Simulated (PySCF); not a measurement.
C$_{2}$H$_{7}$O (SMILES C[OH+]C), charge +1, singlet, at a GFN2-xTB geometry. Base run: B3LYP/STO-3G (PySCF).

The PySCF input:
```python
from pyscf import gto, scf, dft

mol = gto.M(
    atom='''
C    -0.00223143    1.21625181   -0.23715729
O     0.06253569   -0.00293426    0.54553241
C     0.01855330   -1.21299750   -0.25260614
H     0.03713273    2.06033938    0.44988519
H     0.87422661    1.24376925   -0.88384307
H    -0.90875310    1.26332016   -0.84164350
H     0.07242889   -2.06495723    0.42365030
H    -0.88709609   -1.26787824   -0.85774070
H     0.89528349   -1.21728810   -0.89949420
H    -0.68143921   -0.01335695    1.18350721
''',
    basis='sto-3g',
    charge=1,
    verbose=4,
    symmetry=True,
)

mf = dft.RKS(mol)
mf.xc = 'b3lyp'
mf.kernel()
mf.analyze()
```

Each row names what was changed in the base input (with any setting that the change needs).

```tsv
change	ΔE vs base (eV)	point group used	SCF cycles
base	0.00	Cs	7
symmetry = off	0.00	C1	7
irrep_nelec = A':14 A":12	29.01	Cs	9
irrep_nelec = A':18 A":8	28.46	Cs	17
```
